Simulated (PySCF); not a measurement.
**C₆ coefficients of unlike pairs at UHF**

Calculated with PySCF 2.14 from the dipole response of each species, C₆(A,B) = (3/π) ∫ α_A(iu) α_B(iu) du, in atomic units, from isotropic polarisabilities. For ions this is the dispersion term alone; charge-induced terms of lower order in 1/R come first.

| species | configuration | basis | relativity | α (bohr³) | C₆ (like pair) |
| --- | --- | --- | --- | --- | --- |
| N²⁺ | [He] 2s2 2p1 (2P) | aug-cc-pVQZ (6s5p4d3f2g) | none | 2.713 | 3.842 |
| Se⁺ | [Ar] 3d10 4s2 4p3 (4S) | def2-TZVPPD (7s6p5d1f) | none | 14.40 | 88.28 |
| P⁺ | [Ne] 3s2 3p2 (3P) | aug-cc-pCVTZ-DK (8s7p5d3f) | spin-free X2C | 14.46 | 75.05 |
| W³⁺ | [Xe] 4f14 5d3 (4F) | aug-cc-pVTZ-PP with one added diffuse shell each of s, p, d, f, g type with ECP60MDF (7s7p6d4f3g) | core potential | 7.064 | 34.67 |

Task: Estimate C₆ for P⁺ with N²⁺.

Result: The integral gives 16.56. The combination rule 2 C_A C_B / (C_A α_B/α_A + C_B α_A/α_B) gives 16.69 and the geometric mean 16.98.

No spin-orbit coupling is included.

The other pairs:

```json
{"pair": "Se⁺, N²⁺", "C₆": "18.22"}
{"pair": "W³⁺, N²⁺", "C₆": "11.43"}
{"pair": "W³⁺, Se⁺", "C₆": "53.10"}
{"pair": "W³⁺, P⁺", "C₆": "47.74"}
{"pair": "P⁺, Se⁺", "C₆": "81.07"}
```
